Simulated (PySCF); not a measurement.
Excitation energy of Fe by level of theory

Fe [Ar] 3d6 4s2 (5D) → Fe [Ar] 3d5 4s2 4p1 (7P), as a difference of total energies. Calculation: PySCF 2.14, in aug-cc-pwCVTZ (10s9p7d4f3g, 127 functions); no relativity, point nucleus. The calculations carry no spin-orbit coupling.

```
method  excitation energy (eV)  difference from reference (eV)
   LDA                   6.144                          +1.202
   PBE                   6.079                          +1.137
  PBE0                   5.546                          +0.604
```

Reference: 4.942 eV (measured; NIST levels, between the centres of gravity of the two terms).

These non-relativistic numbers lack the scalar-relativistic shift.
